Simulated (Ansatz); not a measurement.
Ideal-gas functions of CH₄BI (`BCI`) at 500 K and 1 bar, from an Ansatz frequency run at PBE0-D4/def2-TZVP.

Molar mass 153.76 g/mol, point group Cs (symmetry number 1), electronic degeneracy 1, moments of inertia 23.976, 114.848, 131.146 u Å². Harmonic wavenumbers (cm⁻¹, unscaled): 243, 484, 551, 667, 913, 936, 1002, 1054, 1068, 1225, 1453, 2590, 2682, 3139, 3222.

Use S(trans) = R[1.5 ln M + 2.5 ln T − 1.1517]; rotational temperatures θ = 24.2544 K / I; S(rot) = R[ln(√π/σ · √(T³/θAθBθC)) + 1.5]; for each mode x = 1.438777 ν̃/T, S = R[x/(eˣ − 1) − ln(1 − e⁻ˣ)] and H = RT x/(eˣ − 1); 1 cm⁻¹ = 0.0119627 kJ/mol; R = 8.31446 J/(mol·K).

Problem. By hand: the entropy, in J/(mol·K).

Solution. Translation 182.4. Rotation: θ = 1.0116, 0.2112, 0.1849 K, giving 108.2. Vibration, mode by mode: 11.46, 6.20, 5.30, 4.06, 2.33, 2.21, 1.90, 1.69, 1.63, 1.14, 0.67, 0.04, 0.03, 0.01, 0.01, in all 38.7. Electronic 0.0. Sum 329.3 J/(mol·K).

Problem. By hand: H − E and G − E in kJ/mol, counted from the electronic energy.

Solution. Zero-point energy ½ × 21229 × 0.0119627 = 127.0; thermal vibration 12.2; translation, rotation and pV give 4 RT = 16.6. H − E = 155.8 kJ/mol, and G − E = 155.8 − 500 × 329.3/1000 = -8.8 kJ/mol.

Vibration gives 12 % of the entropy.
